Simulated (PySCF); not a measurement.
Species: C6H10FO (doublet state).
Structure used (GFN2-xTB), in Å, numbered top down from 1:
```xyz
18
C6H10FO angstrom
C      2.3305   -0.5769   -0.1336
C      0.8217   -0.7673   -0.2152
C      0.0724    0.4321    0.3693
C     -0.0227    1.6870   -0.5189
O     -1.4448    1.5416   -0.6235
C     -1.4173    0.4377    0.2186
C     -2.4615   -0.5829    0.2679
F     -2.2683   -1.6149   -0.6806
H      2.6493   -0.4910    0.9030
H      2.8410   -1.4263   -0.5802
H      2.6345    0.3247   -0.6610
H      0.5295   -1.6609    0.3391
H      0.5158   -0.9099   -1.2531
H      0.4328    0.6262    1.3850
H      0.2457    2.6368   -0.0534
H      0.4461    1.6018   -1.5004
H     -2.4761   -1.1005    1.2326
H     -3.4374   -0.1509    0.0328
```

The hyperfine couplings belong to this conformer and change with its torsions.

As a line formula: `CC[C@H]1CO[C]1CF` [radical].

Computed, not measured: UKS B3LYP, pcH-1 on C F H O, non-relativistic, mean-field spin-orbit, GIAO (PySCF). One conformer (not necessarily the lowest) at the GFN2-xTB geometry, without solvent, vibrations or thermal averaging. Couplings are sensitive to structure, and on GFN2-xTB geometries they can be far from those on DFT ones. Stability of the SCF solution: not tested.

(1) What are g_iso and the isotropic 19F coupling of F8?

(2) For one electron spin and this one nucleus (I = 1/2, g_N = 5.2577), compare first-order, second-order and exact resonance fields at 3.445 GHz.

(3) What g and a would be read from the two outer exact lines by first-order rules?

(4) Give the zero-field levels of this pair of spins.

Results:

(1) g_iso = 2.00312 and a = +382.02 MHz, or +13.626 mT (Mulliken spin population +0.05).

(2) B0 = hν/(g μB) = 122.877 mT and a/B0 = 0.1109. B(1) = B0 − a·mI, B(2) = B(1) − a²[I(I+1) − mI²]/(2B0); the exact values solve the Breit–Rabi equation, nuclear Zeeman term included.

```
  mI  first order (mT)  second order (mT)  exact (mT)  exact − first order
−1/2           129.690            129.312     129.333               -0.357
+1/2           116.064            115.686     115.665               -0.399
```

(3) Their midpoint, 122.499 mT, gives an apparent g of 2.00931 (true 2.00312), and their distance over 2I an apparent |a| of 13.668 mT (true 13.626).

(4) F = I ± 1/2 = 1 and 0, at a·I/2 = +95.5 MHz and −a(I+1)/2 = -286.5 MHz, that is |a|(I + 1/2) = 382.0 MHz apart; F = 0 lies lower.

Other couplings of abundant isotopes, left aside here: 1 × 1H 68 MHz, 1 × 1H 18 MHz, 1 × 1H 11 MHz, 1 × 1H 4 MHz, 1 × 1H 3 MHz, 1 × 1H 3 MHz, 1 × 1H 3 MHz.

Hardware: one thread of an Arm Neoverse V2, shared host with 96 logical CPUs at a one-minute load of 60. Cost: 92 s wall (with the writing of density and orbital grids), 0.98 GiB resident at most.
